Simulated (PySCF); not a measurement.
Results of a calculation; reference values are marked as such.
**AlH4O4(-)**

AlH4O4(-) is a small molecule, charge -1, singlet. The structure, one conformer, was relaxed in the gas phase by PBE0-D3(BJ)/def2-SVP. No frequency run checks that it is a minimum.

SMILES: [OH][Al-]([OH])([OH])[OH]

```xyz
9

O    -1.361   -0.917   -0.751
Al   -0.044   -0.001    0.015
O    -0.727    1.596    0.392
O     0.593   -0.634    1.549
O     1.315   -0.053   -1.129
H    -0.973   -1.533   -1.377
H    -1.480    1.740   -0.187
H     0.133   -0.198    2.270
H     2.132   -0.043   -0.625
```
(Å; atoms numbered from 1)

Shieldings: GIAO PBE0/aug-pcSseg-2.  Core levels by delta-SCF with SCAN, aug-pcX-2 on the ionised atom and aug-pcseg-1 elsewhere, spin-free X2C (2p3/2 is the spin-free 2p value less a third of a first-order spin-orbit splitting); from the vacuum level, for chosen atoms.

Question: Give the NMR and core-level values of the distinct atoms.

Answer: 
```csv
atoms,bonded to,σ (ppm),δ (ppm),core level (eV)
O1 O3 O4 O5,1 Al + 1 H,309.7,-,1s 532.37
Al2,4 O,476.0,-,2p3/2 74.39
H6 H7 H8 H9,1 O,32.66,-,-
```

Values are those of this one static structure; atoms that internal rotation interchanges would show their mean in an NMR spectrum.

Question: By CAM-B3LYP/def2-SVPD (TDDFT singlets, Tamm-Dancoff triplets, ionisation by delta-SCF), where does absorption start, and what does vertical ionisation take?

Answer: The lowest singlet lies at 6.00 eV (f 0.020), the strongest of the first 6 at 6.46 eV (f 0.172), the lowest triplet at 5.82 eV; vertical ionisation takes 5.58 eV.

Excited states of gas-phase anions may lie above the detachment limit and hang on the basis.
